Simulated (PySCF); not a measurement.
A GIAO shielding run with PySCF 2.14.0 with density-fitted response routines (density fitting, non-relativistic, gas phase) on `F/C([SiH3])=C/C[SiH2]S[SiH3]`, C3H11FSSi3:

```
$ OMP_NUM_THREADS=1 python probes_run.py task.json out

{"job": {"kind": "nmr", "xc": "PBE0", "basis": "pcSseg-1"}, "charge": 0, "multiplicity": 1}
F     -3.400501    -0.880886     1.381816
C     -2.465873    -0.246304     0.607783
Si    -3.187825     0.568768    -0.941234
C     -1.206678    -0.301445     1.024651
C     -0.060627     0.276870     0.285346
Si     0.884978    -1.107210    -0.629839
S      2.497739    -0.278280    -1.784351
Si     3.866956     0.514201    -0.329203
H     -2.665577    -0.123254    -2.122300
H     -2.785840     1.977922    -0.962995
H     -4.639177     0.443614    -0.849835
H     -0.972037    -0.831209     1.939977
H      0.610308     0.780901     0.984197
H     -0.409404     1.016051    -0.436563
H      1.448866    -2.055401     0.329184
H      0.054006    -1.756458    -1.630636
H      4.064595    -0.492958     0.706635
H      3.290912     1.725261     0.246440
H      5.065374     0.779067    -1.103041
```

Hardware: 1 thread of an Arm Neoverse N1, shared host. The job also computes population analyses, field gradients.

**Question.** How large is the calculation?

**Answer.** 96 electrons, 219 basis functions and 1232 auxiliary functions.

**Question.** How long does it take, and how much memory does it need?

**Answer.** 82 s of wall time, with 14 SCF cycles and 5 response iterations; peak memory 1 GiB. Times on a shared host scatter by some tens of per cent.
